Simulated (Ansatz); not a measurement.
B8H14. The state is a singlet with charge 0. Geometry r2SCAN-D4/def2-SVP; atoms count from 1.

Cartesian coordinates in Å:
```
B -0.652 1.091 0.984
B -0.212 -0.559 1.587
B -1.634 -0.159 -1.104
B 1.235 -1.050 0.761
B -0.302 -1.200 -1.593
B 0.709 1.536 -0.129
B 1.769 0.167 -0.232
B -0.033 -0.095 -0.133
H 0.461 -0.851 -2.460
H 2.511 0.171 -1.173
H -0.353 0.646 2.196
H 0.642 2.458 -0.890
H -1.807 0.909 -1.642
H -0.259 -2.343 -1.209
H 1.042 -0.610 2.030
H 1.897 1.337 0.441
H -1.720 1.623 1.064
H -2.512 -0.595 -0.397
H 1.460 -2.227 0.787
H -0.995 -1.265 2.155
H 0.259 2.050 1.046
H -1.506 -1.032 -2.091
```

Another isomer (singlet) lies 0.92 eV lower at PBE0-D4/def2-TZVP; other spin states weren't run for this one.

Question: Estimate the Mulliken populations from the PBE0/def2-TZVP orbitals of Ansatz.

Answer: 
```tsv
atom	charge (e)
B1	-0.25
B2	-0.17
B3	-0.23
B4	-0.17
B5	-0.19
B6	-0.18
B7	-0.18
B8	0.02
H9	0.02
H10	0.04
H11	0.23
H12	0.05
H13	0.02
H14	0.02
H15	0.19
H16	0.19
H17	0.07
H18	0.02
H19	0.04
H20	0.05
H21	0.23
H22	0.18
```
Mulliken values depend strongly on the basis.

Question: And the Mayer bond orders between heavy atoms (over 0.3)?

Answer: B1–B2 0.55 (1.81 Å); B1–B6 0.55 (1.81 Å); B1–B8 0.53 (1.74 Å); B2–B4 0.66 (1.74 Å); B2–B8 0.47 (1.79 Å); B3–B5 0.54 (1.76 Å); B3–B8 0.41 (1.87 Å); B4–B7 0.96 (1.66 Å); B4–B8 0.48 (1.82 Å); B5–B8 0.43 (1.85 Å); B6–B7 0.66 (1.74 Å); B6–B8 0.48 (1.79 Å); B7–B8 0.47 (1.82 Å).
